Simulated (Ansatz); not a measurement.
System: C4H5OSi, net charge -1, singlet state. It need not be the lowest isomer of its formula. Whether it binds its extra electron was not tested at this geometry. 
Coordinates optimised at B3LYP-D3(BJ)/def2-TZVP (Ansatz, an electronic-structure program):
SMILES: c1c([c-]oc1)[SiH3]
```xyz
11

Si    -1.9927     0.3502     0.0344
C     -0.2047     0.0261    -0.0001
C      0.3155    -1.2053    -0.4241
O      1.7204    -1.0410    -0.2987
C      2.0150     0.2073     0.1696
C      0.8784     0.9106     0.3726
H     -2.5377     0.7148     1.3877
H     -2.4352     1.5144    -0.8084
H     -2.7953    -0.8136    -0.4268
H      3.0583     0.4516     0.3073
H      0.8195     1.9261     0.7396
```
Charge -1, spin multiplicity 1.

Total electronic energies in hartree. Valence correlation only, unless marked. No spin-orbit coupling. No relativistic terms. Basis-set limits of correlation are two-point, X^-3; Hartree-Fock from the larger set.

```json
[
 {"level": "HF/STO-3G", "program": "Ansatz", "energy (Eh)": "-511.75093"},
 {"level": "HF/6-31G", "program": "Ansatz", "energy (Eh)": "-517.91520"},
 {"level": "HF/cc-pV(Q+d)Z", "program": "Ansatz", "energy (Eh)": "-518.20798"},
 {"level": "RI-HF/aug-cc-pV(T+d)Z", "program": "Ansatz", "energy (Eh)": "-518.19393"},
 {"level": "PBE-D3(BJ)/def2-TZVPD", "program": "Ansatz + dftd3", "energy (Eh)": "-519.77707"},
 {"level": "PBE0-D4/def2-TZVPD", "program": "Ansatz + dftd4", "energy (Eh)": "-519.81211"},
 {"level": "B2GP-PLYP-D3(BJ)/def2-TZVPD", "program": "Ansatz + dftd3", "energy (Eh)": "-519.80289"},
 {"level": "B2GP-PLYP/def2-TZVPD", "program": "Ansatz", "energy (Eh)": "-519.79604"},
 {"level": "MP2/STO-3G", "program": "Ansatz", "energy (Eh)": "-512.05883"},
 {"level": "MP2/cc-pV(D+d)Z", "program": "Ansatz", "energy (Eh)": "-518.92031"},
 {"level": "RI-MP2/aug-cc-pV(Q+d)Z", "program": "Ansatz", "energy (Eh)": "-519.28928"},
 {"level": "CCSD/6-31G", "program": "Ansatz", "energy (Eh)": "-518.48049"},
 {"level": "CCSD/aug-cc-pV(D+d)Z", "program": "Ansatz", "energy (Eh)": "-519.02570"},
 {"level": "CCSD(T)/6-31G*", "program": "Ansatz", "energy (Eh)": "-518.90245"},
 {"level": "CCSD(T)/CBS(aug-cc-pV(T+d)Z,aug-cc-pV(Q+d)Z)", "program": "Ansatz", "energy (Eh)": "-519.3991"}
]
```

Totals of different functionals don't rank their quality; only differences between species are comparable.
